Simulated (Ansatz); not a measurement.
Cost and result for the atomization energy of C2H2N2O2Sn, SMILES `O=C=[N][SnH2][N]=C=O` (9 atoms, 8 bonds).

```xyz
9

O    -0.2934   -0.9016   -3.0916
C     0.3868   -0.5993   -2.1954
N     1.1464   -0.2848   -1.3170
Sn    1.0519    0.0992    0.6520
N    -0.8567   -0.2284    1.1918
C    -1.9035    0.3646    1.2049
O    -2.9475    0.8800    1.2485
H     1.9836   -1.0664    1.4432
H     1.4324    1.7368    0.8637
```

Charge 0, multiplicity 1. Correlated methods include outer-core shells of Sn, which these sets cover unevenly. Sn: def2 effective core potential. Geometry: relaxed with PBE0-D4/def2-TZVP. It is one conformer, not always the lowest. Program: Ansatz. All runs use 4 threads of an Arm Neoverse V2 on a shared host. Times are those of one run each, without the atoms' runs, and a repeat can differ threefold. Electronic energies, without spin–orbit coupling; frozen cores. CCSD(T)/CBS adds CCSD(T) − MP2 in def2-TZVPP to the MP2 limit, and its time is that of the two runs behind it. T1 = 0.017. With those shells the extrapolation isn't a true limit. HSE06 is the plane-wave form, built on full-range PBE exchange.

CCSD(T)/CBS is a level of theory with its own doubt, some kJ/mol a heavy atom from the limit and from the frozen cores, so smaller differences don't rank the functionals.

```
                             level  functions  wall time  atomization (kcal/mol)  difference from CCSD(T)/CBS  per bond
            LDA (SPW92)/def2-TZVPP        264      1.2 s                  1118.7                        193.9      24.2
              revPBE-D4/def2-TZVPP        264      2.1 s                   945.4                         20.6       2.6
   PBE-D4/def2-TZVPP (with forces)        264      2.5 s                   982.3                         57.5       7.2
                PBE0-D4/def2-TZVPP        264      3.1 s                   934.1                          9.3       1.2
               HSE06-D4/def2-TZVPP        264      3.7 s                   935.0                         10.2       1.3
           CAM-B3LYP-D4/def2-TZVPP        264        4 s                   933.1                          8.3       1.0
r2SCAN-D4/def2-TZVPP (with forces)        264      5.5 s                   933.6                          8.8       1.1
             r2SCANh-D4/def2-TZVPP        264      5.5 s                   917.5                         -7.3      -0.9
               PBE-QIDH/def2-TZVPP        264        7 s                   916.7                         -8.1      -1.0
                  CCSD(T)/def2-SVP        120       16 s                   859.2                        -65.6      -8.2
                    MP2/def2-QZVPP        484       19 s                   954.1                         29.3       3.7
                CCSD(T)/def2-TZVPP        264    6.9 min                   891.4                        -33.4      -4.2
                 CCSD(T)/CBS(def2)          –    7.2 min                   924.8                          0.0       0.0
```

From BLYP to BHLYP (50 % exact exchange), in def2-TZVPP and without D4, the atomization energy moves by −77.8 kcal/mol: exact exchange takes away binding that semilocal exchange gives to molecules. At CCSD(T), def2-SVP lies −65.6 kcal/mol from the extrapolated value and def2-TZVPP −33.5 kcal/mol: correlation converges slowly with the basis, and small sets miss more of it in the bonded molecule than in its fragments. The D4 term adds +8.7 kcal/mol with B3LYP and +4.6 kcal/mol with PBE0; it sums over pairs of atoms, weighted by their polarisabilities, and B3LYP, whose exchange is more repulsive, gets the larger term.

B3LYP here is the variant with VWN-RPA as its local correlation; programs differ in this.

Spin–orbit coupling would lower the free Sn atoms strongly, and the atomization energy with them, by more than many differences here. For some Ge, Se and Sn compounds the MP2-based and the directly extrapolated limit differ by 10 to 25 kJ/mol.
